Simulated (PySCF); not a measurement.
Work out the structure from these simulated measurements.

Formula: C6H15AlO.

* Polarisability: 102.5 au [CAM-B3LYP/def2-SVPD]
* 13C NMR: chemical shifts (computed TMS as zero) by class: 71.2 (1 C), 35.8 (3 C), -10.5 (2 C) ppm [GIAO B3LYP/pcSseg-1 (pcSseg-2 on Al)]
* 1H NMR: chemical shifts (computed TMS as zero) by class: 1.21 (9 H), -0.44 (6 H) ppm [GIAO B3LYP/pcSseg-1 (pcSseg-2 on Al)]
* XPS: C1s 289.5 (×2), C1s 290.3 (×3), C1s 291.8, O1s 536.7, Al1s 1566.2 eV [ΔSCF SCAN, pcX-2 on the ionised atom, pcseg-1 elsewhere, spin-free X2C]
* Dipole: 0.77 D [CAM-B3LYP/def2-SVPD]
* NMR, other nuclei: isotropic shieldings of nuclei other than C and H, by class: 176 (1 O), 345 (1 Al) ppm [GIAO B3LYP/pcSseg-1 (pcSseg-2 on Al)]
* Rotational structure: rotational constants A, B, C: 2.418, 0.991, 0.839 GHz [PBE0-D3(BJ)/def2-SVP]

Electronic properties: PySCF, gas phase, density fitting. Levels stand in brackets. Isolated species at its PBE0-D3(BJ)/def2-SVP geometry (one conformer only). NMR classes are plain means over equivalent atoms (diastereotopic ones count apart unless rotation or inversion swaps them), as if these changed places fast.

Task: Propose a structure and show how it fits.

Result: 6 carbons fall into 3 classes; from least to most shielded: carbon bonded to 3 C and O (71.2 ppm), carbon bonded to C and 3 H (35.8 ppm, 3 C), carbon bonded to Al and 3 H (-10.5 ppm, 2 C, up to 3.4 ppm apart in this geometry). Hydrogen classes from least to most shielded: 9 H on 3 like atoms (carbon bonded to C and 3 H) (1.21 ppm), 6 H on 2 like atoms (carbon bonded to Al and 3 H) (-0.44 ppm). The other shieldings belong to: 176 ppm, oxygen bonded to Al and C; 345 ppm, aluminium bonded to 2 C and O. The core levels belong to: C1s 289.5 eV, carbon bonded to Al and 3 H; C1s 290.3 eV, carbon bonded to C and 3 H; C1s 291.8 eV, carbon bonded to 3 C and O; O1s 536.7 eV, oxygen bonded to Al and C; Al1s 1566.2 eV, aluminium bonded to 2 C and O. One atom of each topological class was ionised and stands for its class. The optimised geometry has point group C1 and is an asymmetric top. Structure: `[CH3][Al]([CH3])[O]C(C)(C)C` (AlMe2(OtBu)). Computed isomers that give other values at the same levels: `C[O+]([AlH3-])CC1CCC1` (static isotropic polarisability: 106.2 au). The assignments are read from this structure; whether some other isomer fits the data as well wasn't checked.
